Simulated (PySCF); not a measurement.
fluoromethane (CH3F), singlet, geometry from GFN2-xTB; PBE/6-31G* (PySCF).

The PySCF input:
```python
from pyscf import gto, scf, dft

mol = gto.M(
    atom='''
C    -0.61381076    0.09837073    0.07127920
F     0.72439532   -0.11609326   -0.08412091
H    -0.86205911   -0.06032531    1.12128664
H    -0.82870216    1.12501025   -0.22731794
H    -1.14593208   -0.61006993   -0.56455569
''',
    basis='6-31g*',
    verbose=4,
)

mf = dft.RKS(mol)
mf.xc = 'pbe'
mf.kernel()
```

Question: Write the output that PySCF gives for this input, abridged.

Answer: 
```
PySCF version 2.14.0

[INPUT] verbose = 4
[INPUT] num. atoms = 5
[INPUT] num. electrons = 18
[INPUT] charge = 0
[INPUT] spin (= nelec alpha-beta = 2S) = 0
[INPUT] symmetry False subgroup None
[INPUT] Mole.unit = angstrom
[INPUT] Symbol           X                Y                Z      unit          X                Y                Z       unit  Magmom
[INPUT]  1 C     -0.613810760000   0.098370730000   0.071279200000 AA   -1.159934228711   0.185893738374   0.134698166378 Bohr   0.0
[INPUT]  2 F      0.724395320000  -0.116093260000  -0.084120910000 AA    1.368908760717  -0.219384466308  -0.158965481249 Bohr   0.0
[INPUT]  3 H     -0.862059110000  -0.060325310000   1.121286640000 AA   -1.629055621086  -0.113998314279   2.118924656734 Bohr   0.0
[INPUT]  4 H     -0.828702160000   1.125010250000  -0.227317940000 AA   -1.566020121235   2.125961259828  -0.429568649800 Bohr   0.0
[INPUT]  5 H     -1.145932080000  -0.610069930000  -0.564555690000 AA   -2.165497788553  -1.152865084533  -1.066855636165 Bohr   0.0

nuclear repulsion = 37.7337257552363
number of shells = 18
number of NR pGTOs = 66
number of NR cGTOs = 34
basis = 6-31g*
ecp = {}

******** <class 'pyscf.dft.rks.RKS'> ********
method = RKS
initial guess = minao
damping factor = 0
level_shift factor = 0
DIIS = <class 'pyscf.scf.diis.CDIIS'>
diis_start_cycle = 1
diis_space = 8
diis_damp = 0
SCF conv_tol = 1e-09
SCF conv_tol_grad = None
SCF max_cycles = 50
direct_scf = True
direct_scf_tol = 1e-13
XC library pyscf.dft.libxc version 7.1.2
    S. Lehtola, C. Steigemann, M. J. T. Oliveira, and M. A. L. Marques,  SoftwareX 7, 1–5 (2018)
XC functionals = pbe
    J. P. Perdew, K. Burke, and M. Ernzerhof,  Phys. Rev. Lett. 77, 3865 (1996)
    J. P. Perdew, K. Burke, and M. Ernzerhof,  Phys. Rev. Lett. 78, 1396 (1997)
    J. P. Perdew, K. Burke, and M. Ernzerhof,  Phys. Rev. Lett. 77, 3865 (1996)
    J. P. Perdew, K. Burke, and M. Ernzerhof,  Phys. Rev. Lett. 78, 1396 (1997)
radial grids:
    Treutler-Ahlrichs [JCP 102, 346 (1995); DOI:10.1063/1.469408] (M4) radial grids

becke partition: Becke, JCP 88, 2547 (1988); DOI:10.1063/1.454033
pruning grids: <function nwchem_prune>
grids dens level: 3
symmetrized grids: False
atomic radii adjust function: <function treutler_atomic_radii_adjust>
small_rho_cutoff = 0
Set gradient conv threshold to 3.16228e-05
Initial guess from minao.
tot grids = 57808
init E= -139.569482542419
  HOMO = -0.373085084863468  LUMO = 0.0266265531038554  gap/eV = 10.87671
cycle= 1 E= -139.529933591126  delta_E= 0.0395  |g|= 0.483  |ddm|= 1.76
  HOMO = -0.150275482217247  LUMO = 0.0936346634713883  gap/eV = 6.63713
cycle= 2 E= -139.46043939752  delta_E= 0.0695  |g|= 0.824  |ddm|= 1.12
  HOMO = -0.265464664037105  LUMO = 0.0869590502112967  gap/eV = 9.58994
cycle= 3 E= -139.56941079552  delta_E= -0.109  |g|= 0.073  |ddm|= 0.726
  HOMO = -0.268814657052356  LUMO = 0.0785340585347587  gap/eV = 9.45184
cycle= 4 E= -139.570514583649  delta_E= -0.0011  |g|= 0.0248  |ddm|= 0.0698
  HOMO = -0.26694731000307  LUMO = 0.0801727836625208  gap/eV = 9.44562
cycle= 5 E= -139.570658639933  delta_E= -0.000144  |g|= 0.00325  |ddm|= 0.0213
  HOMO = -0.267300685018297  LUMO = 0.0800746922290942  gap/eV = 9.45257
cycle= 6 E= -139.570660884602  delta_E= -2.24e-06  |g|= 0.000221  |ddm|= 0.00241
  HOMO = -0.267309935760011  LUMO = 0.0800861819600445  gap/eV = 9.45313
cycle= 7 E= -139.570660895869  delta_E= -1.13e-08  |g|= 9.14e-06  |ddm|= 0.000231
  HOMO = -0.267311687972898  LUMO = 0.080083892327353  gap/eV = 9.45312
cycle= 8 E= -139.570660895891  delta_E= -2.18e-11  |g|= 1.75e-06  |ddm|= 8.38e-06
  HOMO = -0.267312369479856  LUMO = 0.0800839146437506  gap/eV = 9.45313
Extra cycle  E= -139.570660895891  delta_E= -5.68e-14  |g|= 2.44e-06  |ddm|= 4.31e-06
converged SCF energy = -139.570660895891
```
